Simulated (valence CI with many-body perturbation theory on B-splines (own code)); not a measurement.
Results of a calculation; reference values are marked as such.
Sensitivity of CI+MBPT for Pb59+

Method: configuration interaction combined with many-body perturbation theory (CI+MBPT): five valence electrons over a frozen Dirac-Fock core [Ar], a basis of 6 s, 6 p, 5 d, 5 f, 1 g functions for each j, with the one-electron correlation potential Σ1 (screened to all orders), the two-electron term Σ2, the three-electron term Σ3, Breit, model QED; selected single and double excitations, second order for the rest, scaled by the run's own slope (own B-spline code, finite nucleus).

The last digits are not significant, and no measured levels were compared; by estimate large intervals hold to a few tenths of a per cent, small ones and those within an open d or f shell to about a per cent. Among the levels kept, up to 430 cm⁻¹ of a level comes from second order outside the variational space, and about a tenth of that is noise between levels of different J, which matters for small intervals. Only levels of the ground parity were solved; by the run's estimate the other parity begins above the list, which can be wrong where configurations are misplaced.

The reference run has the lowest level (3d3/2^4 3d5/2) J=5/2 and an ionisation energy of 6162.59 eV. Its largest variational space holds 9998 state functions.

Levels are named by their leading jj configuration (3d3/2^4 stands for four electrons in 3d with j = 3/2), which in mixed levels can hold well under half, so a name can repeat and another be missing. Letters in brackets count levels of one name in rising energy.

Changed runs:
A. factor on the speed of light 1 → 100; QED terms on → off
B. correlating orbitals by l 3 3 3 3 1 → 4 4 0 0 0
C. size limit of the variational space 10000 → 3000; second order for the rest on → off
D. logarithmic knot step 0.27 → 1.1 (bad on purpose)

Excitation energies of the reference run in cm⁻¹, and shifts in cm⁻¹:

```csv
Level,Reference,B,C,D
(3d3/2^3 3d5/2^2) J=5/2 [a],818294,-1903,+960,+522
(3d3/2^3 3d5/2^2) J=7/2 [a],920764,-734,+1561,+535
(3d3/2^3 3d5/2^2) J=11/2,928651,-1097,-367,+552
(3d3/2^3 3d5/2^2) J=3/2 [a],941542,-271,-815,+523
(3d3/2^3 3d5/2^2) J=9/2,984966,-141,+1141,+546
(3d3/2^3 3d5/2^2) J=5/2 [b],1023750,+561,+1818,+544
(3d3/2^3 3d5/2^2) J=7/2 [b],1062180,+786,+2001,+546
(3d3/2^3 3d5/2^2) J=1/2,1067360,+987,-2739,+546
(3d3/2^3 3d5/2^2) J=3/2 [b],1234990,+3252,-339,+571
(3d3/2^2 3d5/2^3) J=5/2 [a],1728050,-2342,-244,+1040
(3d3/2^2 3d5/2^3) J=11/2,1809260,-2168,+714,+1077
(3d3/2^2 3d5/2^3) J=7/2 [a],1809920,-1631,+893,+1056
Ionisation energy (eV),6162.59,-0.66,-0.47,+0.22
```

Run A ends with another lowest level, (3d3/2^2 3d5/2^3) J=5/2, and an ionisation energy of 6207.47 eV.
